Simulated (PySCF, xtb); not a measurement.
TeCl, SMILES Cl[Te], multiplicity 2.

The structure is a stationary point at B3LYP-D3(BJ)/def2-TZVP. The multiplicity is an assumed one; other spin states were not compared. The def2 effective core potentials stand for the cores of Te; spin–orbit coupling is left out.

The numbers are results of C-PCM-ωB97X/def2-TZVPD run with PySCF 2.14.0, not measurements.

The values are the electrostatic part of the solvation free energy, E(continuum) − E(gas) at the gas-phase geometry, in a cavity of scaled van der Waals radii (PySCF's table); cavitation and dispersion terms are not included. The dipole moment in vacuum is 1.70 D.

Q: Estimate the values in water (ε = 78.36), acetone (ε = 20.49), ethylethanoate (ε = 5.99). (Estimate from the structure and the level; the computed values follow.)

A: 
| solvent | ε | ΔG(elec) (kcal/mol) | dipole (D) |
|---|---|---|---|
| water | 78.36 | -2.3 | 2.48 |
| acetone | 20.49 | -2.2 | 2.44 |
| ethylethanoate | 5.99 | -1.9 | 2.31 |

For comparison, GFN2-xTB/ALPB(water) (xtb, at the GFN2-xTB geometry, all terms of that model) gives -1.3 kcal/mol.
